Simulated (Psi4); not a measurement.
C2H6FSb, singlet, geometry from GFN2-xTB (core potentials on Sb); CAM-B3LYP/def2-SVPD (Psi4).

The Psi4 input:
```
memory 2 GB

molecule mol {
0 1
  Sb   -0.047521   -0.063075    0.423837
  F    -0.980307   -1.202355   -0.971228
  C    -0.639744    1.726690   -0.642519
  H    -0.624117    1.500610   -1.701861
  H     0.057313    2.525968   -0.419745
  H    -1.638404    2.024865   -0.348828
  C     1.819869   -0.250266   -0.666153
  H     1.961873    0.611385   -1.307201
  H     1.757784   -1.147838   -1.268142
  H     2.651163   -0.335531    0.023160
}

set basis def2-svpd
set reference rks

energy('cam-b3lyp')
print_variables()
```

What does Psi4 print? Leave out banner, timings and long lists.


```
   => Loading Basis Set <=

    Name: DEF2-SVPD
    Role: ORBITAL
    Keyword: BASIS

    !!!  WARNING: ECP capability is in beta. Please check occupations closely.  !!!

         ---------------------------------------------------------
                                   SCF
               by Justin Turney, Rob Parrish, Andy Simmonett
                          and Daniel G. A. Smith
                              RKS Reference
         ---------------------------------------------------------

  ==> Geometry <==

    Molecular point group: c1
    Full point group: C1

    Geometry (in Angstrom), charge = 0, multiplicity = 1:

       Center              X                  Y                   Z               Mass
    ------------   -----------------  -----------------  -----------------  -----------------
         SB          -0.012157309931    -0.018757297543     0.353076165755   120.903812000000
         F           -0.944943309931    -1.158037297543    -1.041988834245    18.998403162730
         C           -0.604380309931     1.771007702457    -0.713279834245    12.000000000000
         H           -0.588753309931     1.544927702457    -1.772621834245     1.007825032230
         H            0.092676690069     2.570285702457    -0.490505834245     1.007825032230
         H           -1.603040309931     2.069182702457    -0.419588834245     1.007825032230
         C            1.855232690069    -0.205948297543    -0.736913834245    12.000000000000
         H            1.997236690069     0.655702702457    -1.377961834245     1.007825032230
         H            1.793147690069    -1.103520297543    -1.338902834245     1.007825032230
         H            2.686526690069    -0.291213297543    -0.047600834245     1.007825032230

  Running in c1 symmetry.

  Rotational constants: A =      0.12685  B =      0.12399  C =      0.10517 [cm^-1]
  Rotational constants: A =   3802.72165  B =   3717.25710  C =   3152.88878 [MHz]
  Nuclear repulsion =  208.228597426021480

  Charge       = 0
  Multiplicity = 1
  Electrons    = 50
  Nalpha       = 25
  Nbeta        = 25

  ==> Algorithm <==

  SCF Algorithm Type is DF.
  DIIS enabled.
  MOM disabled.
  Fractional occupation disabled.
  Guess Type is SAD.
  Energy threshold   = 1.00e-06
  Density threshold  = 1.00e-06
  Integral threshold = 1.00e-12

  ==> Primary Basis <==

  Basis Set: DEF2-SVPD
    Blend: DEF2-SVPD
    Number of shells: 61
    Number of basis functions: 143
    Number of Cartesian functions: 152
    Spherical Harmonics?: true
    Max angular momentum: 2

  Core potential: DEF2-SVPD
    Number of shells: 4
    Number of ECP primitives: 18
    Number of ECP core electrons: 28
    Max angular momentum: 3

  ==> DFT Potential <==

   => LibXC <=

    Version 7.1.2
    S. Lehtola, C. Steigemann, M. J. T. Oliveira, and M. A. L. Marques,  SoftwareX 7, 1–5 (2018) (10.1016/j.softx.2017.11.002)

   => Composite Functional: CAM-B3LYP <=

    CAM-B3LYP Hyb-GGA Exchange-Correlation Functional

    T. Yanai, D. P. Tew, and N. C. Handy,  Chem. Phys. Lett. 393, 51 (2004) (10.1016/j.cplett.2004.06.011)

    Deriv               =              1
    GGA                 =           TRUE
    Meta                =          FALSE

    Exchange Hybrid     =           TRUE
    MP2 Hybrid          =          FALSE

   => Exchange Functionals <=

    0.3500         Becke 88 [omega = 0.3300]
    0.4600   Short-range recipe for B88 functional - erf [omega = 0.3300]

   => Exact (HF) Exchange <=

    0.4600            HF,LR [omega = 0.3300]
    0.1900               HF

   => Correlation Functionals <=

    0.1900   Vosko, Wilk & Nusair (VWN5)
    0.8100   Lee, Yang & Parr

   => LibXC Density Thresholds  <==

    XC_HYB_GGA_XC_CAM_B3LYP:  1.00E-14

   => Molecular Quadrature <=

    Radial Scheme          =       TREUTLER
    Pruning Scheme         =           NONE
    Nuclear Scheme         =       TREUTLER

    Blocking Scheme        =         OCTREE
    BS radius alpha        =              1
    Pruning alpha          =              1
    Radial Points          =             75
    Spherical Points       =            302
    Total Points           =         216330
    Total Blocks           =           1630
    Max Points             =            256
    Max Functions          =            142
    Weights Tolerance      =       1.00E-15

   => Loading Basis Set <=

    Name: (DEF2-SVPD AUX)
    Role: JKFIT
    Keyword: DF_BASIS_SCF

  ==> Integral Setup <==

  SCF_SUBTYPE=INCORE selected. In-core MEM_DF algorithm will be used.
  Using in-core AOs.

  ==> MemDFJK: Density-Fitted J/K Matrices <==

    J tasked:                   Yes
    K tasked:                   Yes
    wK tasked:                  Yes
    Omega:                3.300E-01
    Algorithm:                 Core
    Schwarz Cutoff:           1E-12
    Mask sparsity (%):       0.5673
    Fitting Condition:        1E-10

   => Auxiliary Basis Set <=

  Basis Set: (DEF2-SVPD AUX)
    Blend: DEF2-UNIVERSAL-JKFIT
    Number of shells: 157
    Number of basis functions: 553
    Number of Cartesian functions: 700
    Spherical Harmonics?: true
    Max angular momentum: 5

  Minimum eigenvalue in the overlap matrix is 4.7392273010E-04.
  Reciprocal condition number of the overlap matrix is 5.2934511287E-05.
    Using symmetric orthogonalization.

  ==> Pre-Iterations <==

  SCF Guess: Superposition of Atomic Densities via on-the-fly atomic UHF (no occupation information).

   -------------------------
    Irrep   Nso     Nmo
   -------------------------
     A        143     143
   -------------------------
    Total     143     143
   -------------------------

  ==> Iterations <==

                           Total Energy        Delta E     RMS |[F,P]|

   @DF-RKS iter SAD:  -417.65204234226348   -4.17652e+02   0.00000e+00
   @DF-RKS iter   1:  -419.29730039429262   -1.64526e+00   6.40862e-03 ADIIS/DIIS
   @DF-RKS iter   2:  -419.35067371264904   -5.33733e-02   6.24648e-03 ADIIS/DIIS
   @DF-RKS iter   3:  -419.71242811466851   -3.61754e-01   1.17728e-03 ADIIS/DIIS
   @DF-RKS iter   4:  -419.72193484355222   -9.50673e-03   3.28489e-04 ADIIS/DIIS
   @DF-RKS iter   5:  -419.72272035619255   -7.85513e-04   1.12412e-04 ADIIS/DIIS
   @DF-RKS iter   6:  -419.72285685661461   -1.36500e-04   1.32756e-05 DIIS
   @DF-RKS iter   7:  -419.72286136867768   -4.51206e-06   3.82836e-06 DIIS
   @DF-RKS iter   8:  -419.72286170180439   -3.33127e-07   7.37180e-07 DIIS
  Energy and wave function converged.

  ==> Post-Iterations <==

   Electrons on quadrature grid:
      Ntotal   =   50.0001142211 ; deviation = 1.142e-04

    Orbital Energies [Eh]
    ---------------------

    Doubly Occupied:

[...]
      25A     -0.314858

    Virtual:

[...]
     143A     54.792626

    Final Occupation by Irrep:
              A
    DOCC [    25 ]
    NA   [    25 ]
    NB   [    25 ]

  @DF-RKS Final Energy:  -419.72286170180439

   => Energetics <=

    Nuclear Repulsion Energy =            208.2285974260214800
    One-Electron Energy =               -1080.0697778930905315
    Two-Electron Energy =                 483.2344109593913686
    DFT Exchange-Correlation Energy =     -31.1160921941267006
    Empirical Dispersion Energy =           0.0000000000000000
    VV10 Nonlocal Energy =                  0.0000000000000000
    Total Energy =                       -419.7228617018043906

Computation Completed

Properties will be evaluated at   0.000000,   0.000000,   0.000000 [a0]

Properties computed using the SCF density matrix

 Multipole Moments:

 ------------------------------------------------------------------------------------
     Multipole            Electronic (a.u.)      Nuclear  (a.u.)        Total (a.u.)
 ------------------------------------------------------------------------------------

 L = 1.  Multiply by 2.5417464519 to convert [e a0] to [Debye]
 Dipole X            :         -5.1214575            5.8558843            0.7344267
 Dipole Y            :         -6.6274489            7.5248292            0.8973803
 Dipole Z            :         29.7754149          -29.1121602            0.6632547
 Magnitude           :                                                    1.3358820

 ------------------------------------------------------------------------------------

  Variable Map:
  ----------------------------------------------------------------------------
[...]
  Array Variable Map:
  ----------------------------------------------------------------------------
[...]
[...]
```
